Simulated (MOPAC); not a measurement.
MOPAC input (AM1):

```
AM1 FORCE THERMO(298,298) PRECISE LET GEO-OK AUX(PRECISION=9) THREADS=1
HNaO

Na   -0.00000000 1    0.00000000 1   -0.95861239 1
O     0.00000000 1   -0.00000000 1    1.06042921 1
H     0.00000000 1    0.00000000 1    1.98600342 1
```

**Question.** Which zero-point energy does it print?

**Answer.** 6.30 kcal/mol, from the harmonic wavenumbers of AM1.
